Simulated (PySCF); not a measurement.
```xyz
7
charge 0 multiplicity 1, angstrom
S     0.0000    0.0000    0.0000
F     0.0000    0.0000    1.5653
F     0.0000    0.0000   -1.5653
F     1.5653    0.0000    0.0000
F     0.0000    1.5653    0.0000
F    -1.5653    0.0000    0.0000
F     0.0000   -1.5653    0.0000
```

Computed with PBE0 in PySCF with S def2-TZVP, F def2-TZVP; no relativity; density-fitted integrals.

This geometry of SF₆ is a stationary point at this level.

Question: What is the point group?

Answer: Oh.

Question: Is it a minimum?

Answer: Yes: all harmonic wavenumbers are real.

Question: List the harmonic modes with their infrared intensities.

Answer: 
```tsv
symmetry	ω (cm⁻¹)	IR (km/mol, summed over degenerate members)
t2u	343	0.0
t2g	518	0.0
t1u	610	83.1
eg	647	0.0
a1g	778	0.0
t1u	962	1326
```

Question: Give the atomic charges and bond orders.

Answer: 
```csv
atom,Mulliken,Löwdin,polar tensor,Mayer order to S1
S1,1.02,0.26,3.40,–
"F2,3,4,5,6,7",-0.17,-0.04,-0.57,1.11
```

In Oh the vibrations span t2u + t2g + 2t1u + eg + a1g. The a1g, eg, t2g, t2u modes carry no infrared intensity, as symmetry demands. With a centre of inversion only u modes can be infrared active and only g modes Raman active.
